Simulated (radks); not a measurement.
Values are calculated unless marked as measured or tabulated.
Q: Species: Rb XX. Configuration: [Ar]. Level of theory: scalar-relativistic Kohn-Sham, PBE, spin-polarised, spherical densities, finite nucleus; Fermi nuclear charge, rms radius 4.2036 fm (a radial shooting solver on a logarithmic mesh with Libxc functionals). Some entries of the table are withheld. Estimate them.

orbital,occ.,eigenvalue (eV),<r^2> (bohr^2)
1s,2,-15769.32,(1)
2s,2,(2),0.03668
2p,6,(3),(4)
3s,2,-910.7338,0.2361
3p,6,(5),0.2311

A: 
(1) 1s <r^2> (bohr^2): 0.002189
(2) 2s eigenvalue (eV): -2742.644
(3) 2p eigenvalue (eV): -2517.929
(4) 2p <r^2> (bohr^2): 0.02889
(5) 3p eigenvalue (eV): -838.2116
